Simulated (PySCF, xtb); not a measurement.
C₄H₇FSi, SMILES C[Si@H]1C=C[C@H]1F.

Harmonic wavenumbers (cm⁻¹) from GFN2-xTB in xtb at its own minimum, in rising order: 100, 110, 117, 219, 302, 451, 526, 555, 604, 649, 734, 798, 814, 824, 846, 883, 986, 1037, 1074, 1133, 1241, 1281, 1362, 1465, 1470, 1601, 2226, 2917, 3040, 3041, 3044, 3072, 3090.

### Question
What does B3LYP-D3(BJ)/def2-SVP in PySCF 2.14.0 give at its own minimum? (Estimate from the structure and the level; the computed values follow.)

### Answer
119, 127, 135, 252, 323, 458, 534, 597, 686, 700, 724, 786, 816, 826, 909, 988, 1007, 1028, 1087, 1163, 1268, 1289, 1333, 1427, 1432, 1596, 2192, 3032, 3047, 3113, 3121, 3136, 3199. Paired by order, the mean absolute difference is 36 cm⁻¹ and the zero-point energies are 59.5 and 60.7 kcal/mol.
